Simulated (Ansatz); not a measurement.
`OCN[SiH2]S` + `C[SiH2]N` → `C[SiH2]NCO` + `N[SiH2]S`  (substitution at a C–N bond)

Isolated molecules relaxed with PBE0-D4/def2-TZVP in Ansatz; ΔE leaves out vibrations. CCSD(T)/CBS is the MP2 limit (def2-TZVPP, def2-QZVPP) plus CCSD(T) − MP2 in def2-TZVPP, frozen cores. DFT in def2-TZVPP. B3LYP here is the variant with VWN-RPA as its local correlation; programs differ in this. One conformer a species, not always the lowest.

`OCN[SiH2]S`:

Z-matrix (Å, degrees):
```
C
N 1 1.438
O 1 1.405 2 114.2
H 1 1.092 2 110.4 3 118.7
H 1 1.099 2 107.7 3 -123.8
Si 2 1.711 1 121.7 3 86.3
H 2 1.009 1 113.2 3 -64.1
H 3 0.965 1 107.4 2 -59.2
S 6 2.164 2 113.3 1 -50.1
H 6 1.483 2 110.9 1 67.3
H 6 1.481 2 106.9 1 -169.8
H 9 1.342 6 94.2 2 106.8
```

`C[SiH2]N`:

```xyz
10

C     0.292    1.191   -0.674
Si   -0.422   -0.487   -0.252
N     0.057   -1.165    1.254
H    -0.074    1.530   -1.647
H     1.384    1.155   -0.718
H     0.008    1.939    0.071
H    -0.012   -1.450   -1.311
H    -1.906   -0.371   -0.223
H     0.983   -1.538    1.380
H    -0.309   -0.805    2.120
```

`C[SiH2]NCO`:

Z-matrix (Å, degrees):
```
C
Si 1 1.868
H 1 1.094 2 110.5
H 1 1.093 2 111.0 3 -119.7
H 1 1.093 2 111.1 3 120.0
N 2 1.722 1 115.4 3 179.3
H 2 1.491 1 108.3 3 59.3
H 2 1.488 1 109.2 3 -60.7
C 6 1.429 2 125.2 1 -78.0
H 6 1.008 2 120.2 1 91.8
O 9 1.408 6 113.1 2 -123.8
H 9 1.100 6 107.9 2 -0.7
H 9 1.095 6 112.4 2 118.0
H 11 0.962 9 107.1 6 51.5
```

`N[SiH2]S`:

Z-matrix (Å, degrees):
```
Si
S 1 2.151
N 1 1.706 2 111.5
H 1 1.484 2 111.6 3 -117.8
H 1 1.485 2 105.8 3 122.4
H 2 1.343 1 94.3 3 -148.1
H 3 1.006 1 122.1 2 53.2
H 3 1.006 1 120.4 2 -98.6
```

(1) Is it downhill or uphill in electronic energy at CCSD(T)/CBS, and by how much? (Estimate.)

(2) What do these levels give: PBE-D4, PBE0-D4, ωB97M-V, PBE, r2SCAN, B3LYP, HF/def2-TZVPP, MP2/def2-TZVPP, SCS-MP2/def2-TZVPP, CCSD/def2-TZVPP, CCSD(T)/def2-TZVPP, HF/CBS(def2)? (Estimate.)

Largest T1 diagnostic among the species: 0.011.

Answers

(1) Ansatz gave: Uphill: ΔE = +5.4 kJ/mol.

(2) Ansatz gave: PBE-D4 6.4, PBE0-D4 5.4, ωB97M-V 5.6, PBE 4.3, r2SCAN 4.9, B3LYP 1.9, HF/def2-TZVPP -1.2, MP2/def2-TZVPP 6.0, SCS-MP2/def2-TZVPP 4.6, CCSD/def2-TZVPP 4.1, CCSD(T)/def2-TZVPP 5.6, HF/CBS(def2) -1.6 kJ/mol.

In def2-TZVPP, CCSD(T) changes the Hartree–Fock value by +6.8 kJ/mol (the triples alone add +1.4 kJ/mol) and MP2 by +7.2 kJ/mol. The D4 term adds +3.4 kJ/mol with B3LYP and +1.8 kJ/mol with PBE0; it sums over pairs of atoms, weighted by their polarisabilities, and B3LYP, whose exchange is more repulsive, gets the larger term.
